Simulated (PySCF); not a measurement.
# $^{29}$Si chemical shifts

Theoretical values (PySCF 2.14.0 with density-fitted response routines): shieldings: GIAO PBE0/pcSseg-1, geometry: GFN2-xTB. A single conformation, non-relativistic Hamiltonian, one averaged value for each set of equivalent atoms, no solvent model.

Shieldings were converted by a linear fit to measured shifts: $^{29}$Si: δ = 279.94 − 0.822σ (rms 8.9 ppm, 72 shifts, 25.8 ppm with the 6 outliers that the fit left out vs TMS, solution or neat liquid). A few per cent of atoms miss by over 2 rms, more outside the fitted compound classes.

(1) Give the $^{29}$Si shifts of `CC(C)N[SiH2][SiH3]`, `CC(C)N[SiH2][SiH3]`, `F[SiH2][SiH2][Si@H](F)[SiH3]`, `CC(C)[Si@H](F)N[SiH2]CF`, `N#CC[C@@H]1CC[SiH2]C1`.

(2) Match the shifts -12.4, -35.5, -111.4, -127.7 ppm to `C=C(C)[C@@]1(C(Cl)Cl)C[SiH2]1`, `ClC(Cl)[SiH2]c1ccccn1`, `C=NC/C(C)=C1\C[SiH2]1`, `CO[Si@H]1OCCS1`.

Results:

(1) 
| compound | environment | δ (ppm) |
| --- | --- | --- |
| [CH3:1][CH:2]([CH3:3])[NH:4][SiH2:5][SiH3:6] | Si5: silicon bonded to N, Si, 2 H | -54.3 |
| [CH3:1][CH:2]([CH3:3])[NH:4][SiH2:5][SiH3:6] | Si6: silicon bonded to Si, 3 H | -107.4 |
| [CH3:1][CH:2]([CH3:3])[NH:4][SiH2:5][SiH3:6] | Si5: silicon bonded to N, Si, 2 H | -54.3 |
| [CH3:1][CH:2]([CH3:3])[NH:4][SiH2:5][SiH3:6] | Si6: silicon bonded to Si, 3 H | -107.4 |
| [F:1][SiH2:2][SiH2:3][Si@H:4]([F:5])[SiH3:6] | Si4: silicon bonded to F, 2 Si, H | 19.4 |
| [F:1][SiH2:2][SiH2:3][Si@H:4]([F:5])[SiH3:6] | Si2: silicon bonded to F, Si, 2 H | 5.2 |
| [F:1][SiH2:2][SiH2:3][Si@H:4]([F:5])[SiH3:6] | Si6: silicon bonded to Si, 3 H | -99.3 |
| [F:1][SiH2:2][SiH2:3][Si@H:4]([F:5])[SiH3:6] | Si3: silicon bonded to 2 Si, 2 H | -107.6 |
| [CH3:1][CH:2]([CH3:3])[Si@H:4]([F:5])[NH:6][SiH2:7][CH2:8][F:9] | Si4: silicon bonded to C, F, N, H | -8.0 |
| [CH3:1][CH:2]([CH3:3])[Si@H:4]([F:5])[NH:6][SiH2:7][CH2:8][F:9] | Si7: silicon bonded to C, N, 2 H | -36.8 |
| N#CC[C@@H]1CC[SiH2]C1 | silicon bonded to 2 C, 2 H, in a 5-membered ring | -31.7 |

(2) -12.4: CO[Si@H]1OCCS1 (silicon bonded to 2 O, S, H, in a 5-membered ring); -35.5: ClC(Cl)[SiH2]c1ccccn1 (silicon bonded to 2 C, 2 H); -111.4: C=C(C)[C@@]1(C(Cl)Cl)C[SiH2]1 (silicon bonded to 2 C, 2 H, in a 3-membered ring); -127.7: C=NC/C(C)=C1\C[SiH2]1 (silicon bonded to 2 C, 2 H, in a 3-membered ring).
